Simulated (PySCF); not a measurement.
## Correlation energy of Hg⁶⁶⁺ (mercury, charge +66)

[Ne] 3s2 3p2, high-spin 3P determinant. Calculation: PySCF 2.14, in an uncontracted even-tempered set (16 s from 20 bohr⁻², ratio 2.5; 10 p from 26 bohr⁻², ratio 2.5; 4 d from 97 bohr⁻², ratio 2.7; 4 f from 150 bohr⁻², ratio 2.7); no relativity, point nucleus. Frozen: 1s2; 12 electrons correlated; the 17 highest virtual orbitals of each spin left out.

```csv
level,correlation energy (mhartree)
CCSD,-565.71
(T),-1.24
CCSD(T),-566.95
```

Diagnostics: T1 = 0.00065, D1 = 0.0028, largest double amplitude 0.081.

A non-relativistic calculation at this Z misses sizeable relativistic shifts. Spin-orbit coupling is strong in this species (close to jj coupling), so the high-spin LS determinant is a model state, not a physical level.

Cost of the coupled-cluster step: roughly 11 core-seconds, for 12 correlated electrons.

Iterations:

```
CC2 = 0
CCSD nocc = (np.int64(7), np.int64(5)), nmo = (76, 76)
frozen orbitals [[0, 77, 78, 79, 80, 81, 82, 83, 84, 85, 86, 87, 88, 89, 90, 91, 92, 93], [0, 77, 78, 79, 80, 81, 82, 83, 84, 85, 86, 87, 88, 89, 90, 91, 92, 93]]
max_cycle = 100
direct = 0
conv_tol = 1e-08
conv_tol_normt = 1e-06
diis_space = 8
diis_start_cycle = 0
Init t2, MP2 energy = -0.522731425652485
Init E_corr(UCCSD) = -0.522731425654695
cycle = 1  E_corr(UCCSD) = -0.552370474140848  dE = -0.0296390485  norm(t1,t2) = 0.0194962
cycle = 2  E_corr(UCCSD) = -0.561183138610043  dE = -0.00881266447  norm(t1,t2) = 0.00696104
cycle = 3  E_corr(UCCSD) = -0.565789916128812  dE = -0.00460677752  norm(t1,t2) = 0.00259442
cycle = 4  E_corr(UCCSD) = -0.565710557010656  dE = 7.93591182e-05  norm(t1,t2) = 9.40121e-05
cycle = 5  E_corr(UCCSD) = -0.565711936589628  dE = -1.37957897e-06  norm(t1,t2) = 3.01021e-06
cycle = 6  E_corr(UCCSD) = -0.565711570973251  dE = 3.65616377e-07  norm(t1,t2) = 2.28835e-07
cycle = 7  E_corr(UCCSD) = -0.565711610933122  dE = -3.99598709e-08  norm(t1,t2) = 3.74971e-08
cycle = 8  E_corr(UCCSD) = -0.565711620740844  dE = -9.80772186e-09  norm(t1,t2) = 1.49419e-08
UCCSD converged
E(UCCSD) = -13231.73764390718  E_corr = -0.5657116207408439
UCCSD(T) correction = -0.00123678744368136
```

At this charge a non-relativistic calculation is a model, useful for the Z dependence of the correlation energy.

Spin-orbit coupling is strong in this species, so the high-spin LS determinant is a model state.
